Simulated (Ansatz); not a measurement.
Relaxation of BFH₅NSi (9 atoms, charge 0, multiplicity 1), to a largest force component of 0.02 eV/Å in at most 50 steps.

Method: RKS PBE-D4/6-31G* (Ansatz 0.2.0).

```xyz
9
Properties=species:S:1:pos:R:3
F 0.180 0.377 -2.280
B 0.868 0.545 -1.057
N 0.113 0.878 0.227
Si -0.758 -0.544 0.692
H 2.055 0.496 -1.097
H 0.872 1.005 0.982
H -0.803 1.325 0.022
H 0.079 -1.714 0.834
H -1.503 -0.278 2.018
```

Question: Where does it end, and by what steps?

Answer: The run converged. After 18 steps the energy has fallen by 2.973 eV; H9 moved furthest, 1.12 Å. Joined: B2–Si4.

| step | energy less start (eV) | largest force component (eV/Å) | accepted |
| --- | --- | --- | --- |
| 0 | 0.0000 | 5.175 | yes |
| 1 | -1.4013 | 3.029 | yes |
| 2 | -2.1549 | 1.479 | yes |
| 3 | -2.3932 | 0.675 | yes |
| 4 | -2.4821 | 0.640 | yes |
| 5 | -2.5241 | 0.491 | yes |
| 6 | -2.5331 | 0.504 | yes |
| 7 | -2.5615 | 0.404 | yes |
| 8 | -2.5848 | 0.483 | yes |
| 9 | -2.6466 | 0.600 | yes |
| 10 | -2.6959 | 1.118 | yes |
| 11 | -2.7660 | 0.804 | yes |
| 12 | -2.8842 | 0.766 | yes |
| 13 | -2.9323 | 0.669 | yes |
| 14 | -2.9603 | 0.367 | yes |
| 15 | -2.9720 | 0.132 | yes |
| 16 | -2.9729 | 0.072 | yes |
| 17 | -2.9732 | 0.038 | yes |
| 18 | -2.9734 | 0.011 | yes |

```xyz
9
Properties=species:S:1:pos:R:3
F -0.186 0.754 -2.085
B 0.541 0.261 -1.037
N 0.277 0.981 0.338
Si -0.413 -0.855 0.455
H 1.692 -0.078 -1.191
H 1.077 1.259 0.911
H -0.443 1.711 0.336
H 0.360 -1.378 1.641
H -1.801 -0.563 0.972
```

Whether the end is a true minimum wasn't checked by a vibrational analysis.

Time of the run: 36 s on 1 CPU thread of a shared host.
